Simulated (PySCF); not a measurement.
A geometry optimisation on GeMe4, `[CH3][Ge]([CH3])([CH3])[CH3]`.

Computed with PBE0-D3(BJ)/def2-SVP geometry optimisation, gas phase (PySCF 2.14.0). Start geometry: GFN2-xTB. The input is one job of a driver script: a line of settings, then coordinates in Å.

Input:
```
{"job": {"xc": "PBE0", "basis": "def2-SVP", "d3": "d3bj", "grid": 1, "kind": "geom"}, "charge": 0, "multiplicity": 1}
C     -0.226620    -1.047090    -1.667540
Ge     0.006760     0.005250     0.002470
C     -0.067780     1.945070    -0.427430
C     -1.460650    -0.449470     1.261580
C      1.757380    -0.439830     0.831990
H     -1.210560    -0.877580    -2.095230
H     -0.124970    -2.110300    -1.471100
H      0.516130    -0.768670    -2.409400
H      0.229160     2.547070     0.426680
H     -1.075050     2.237230    -0.710560
H      0.596170     2.180800    -1.254240
H     -2.425020    -0.238320     0.808780
H     -1.433710    -1.503450     1.522050
H     -1.385420     0.126550     2.179010
H      1.785110    -1.484400     1.127990
H      2.573800    -0.263580     0.137880
H      1.931280     0.164780     1.717250
```

Task: Estimate the output.

Result: 
```
step   0  E = -2235.84847106  max force = 0.016714
step   1  E = -2235.85115929  max force = 0.000735
step   2  E = -2235.85122190  max force = 0.000586
step   3  E = -2235.85124140  max force = 0.000235
step   4  E = -2235.85127165  max force = 0.000546
step   5  E = -2235.85130304  max force = 0.000993
step   6  E = -2235.85134096  max force = 0.000986
step   7  E = -2235.85136357  max force = 0.000433
step   8  E = -2235.85137426  max force = 0.000250
optimisation converged
```

Energies in Eh; «max force» is the largest Cartesian gradient component in Eh/bohr.

Task: How much energy does the optimisation release, in kJ/mol?

Result: E(step 0) − E(last step) = 0.002903 Eh, which is 7.6 kJ/mol.

Task: Give the first gradient maximum in eV/Å.

Result: With 1 Eh/bohr = 51.422 eV/Å, 0.859 eV/Å.

Main results: final energy -2235.85137 Eh after 8 steps; dipole 0.01 D.

The run took about 70 s of CPU time (one thread, shared machine).
Labels such as C1 count atoms from 1, the log's own numbers from 0.
